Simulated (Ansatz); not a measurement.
Ansatz (a program for electronic structure) input (CCSD(T)/cc-pVDZ):

Ansatz 0.2 input:
```yaml
crystal:
  periodic: [false, false, false]
  atoms:
    - {symbol: C, position_ang: [-2.42491314, -1.03475260, 0.20282791]}
    - {symbol: C, position_ang: [-1.15660579, -0.25381396, 0.01052330]}
    - {symbol: C, position_ang: [-1.16952162, 1.05796522, -0.46216143]}
    - {symbol: C, position_ang: [0.03653262, 1.72366942, -0.61736873]}
    - {symbol: C, position_ang: [1.21453886, 1.06602248, -0.29858977]}
    - {symbol: C, position_ang: [1.14601171, -0.24603196, 0.16850711]}
    - {symbol: C, position_ang: [2.38139492, -1.01850904, 0.53259126]}
    - {symbol: N, position_ang: [-0.01871651, -0.88307560, 0.31629224]}
    - {symbol: H, position_ang: [-3.30356912, -0.45038549, -0.06869343]}
    - {symbol: H, position_ang: [-2.51895064, -1.34872802, 1.24398006]}
    - {symbol: H, position_ang: [-2.40385326, -1.94155721, -0.40436506]}
    - {symbol: H, position_ang: [-2.10713547, 1.54156502, -0.70155849]}
    - {symbol: H, position_ang: [0.05813502, 2.74290631, -0.98243002]}
    - {symbol: H, position_ang: [2.17278800, 1.55602960, -0.40791067]}
    - {symbol: H, position_ang: [2.33446437, -1.33232525, 1.57697544]}
    - {symbol: H, position_ang: [3.28494950, -0.42811870, 0.38334833]}
    - {symbol: H, position_ang: [2.44956175, -1.92515444, -0.07136968]}
basis:
  gaussian:
    orbitals: cc-pVDZ
magnetization: {spin_polarized: false}
correlation: {method: ccsd_t, electrons: outside_noble_gas}
```

End of the output:

```
integrals: 0.45 GiB planned
1445 factors; integrals over basis functions are off by at most 1.1e-3 eV
0.70 GiB of device memory are held for the factors and their scratch space
mean field: 0.87 GiB planned
mean field evaluation 1: about -8833.6580 eV, gradient 3.7e1 eV
mean field evaluation 2: about -8834.0607 eV, gradient 3.7e1 eV
mean field evaluation 4: about -8838.2405 eV, gradient 4.8e0 eV
mean field evaluation 8: about -8838.3085 eV, gradient 2.8e-1 eV
mean field evaluation 16: about -8837.8937 eV, gradient 1.6e0 eV
mean field -8838.30899542 eV, -324.8018647609 hartree, gradient 4.2e-6 eV, S^2 0.000000; 0 other end points of the search recorded, 0 dependent functions left out; unrestricted orbitals would lower it
8 core orbitals not correlated
reference -8838.30899542 eV, -324.8018647609 hartree; 21, 21 occupied and 128, 128 virtual orbitals, 1445 factors
second order -29.80400143 eV of doubles, -0.00000000 eV of singles
coupled cluster: 2.38 GiB planned
cycle   1  -30.28347952 eV  change   -4.8e-1 eV  update   1.3e-1
cycle   2  -31.14804593 eV  change   -8.6e-1 eV  update   4.2e-2
cycle   3  -31.34618119 eV  change   -2.0e-1 eV  update   2.0e-2
cycle   4  -31.34414703 eV  change    2.0e-3 eV  update   5.8e-3
cycle   5  -31.34630832 eV  change   -2.2e-3 eV  update   2.9e-3
cycle   6  -31.34637182 eV  change   -6.3e-5 eV  update   8.0e-4
cycle   7  -31.34590914 eV  change    4.6e-4 eV  update   3.4e-4
cycle   8  -31.34591206 eV  change   -2.9e-6 eV  update   1.1e-4
cycle   9  -31.34591032 eV  change    1.7e-6 eV  update   3.5e-5
perturbative correction -1.29132161 eV, -0.0474551937 hartree
Total energy: -8870.94622735 eV, -326.0012609119 hartree
```
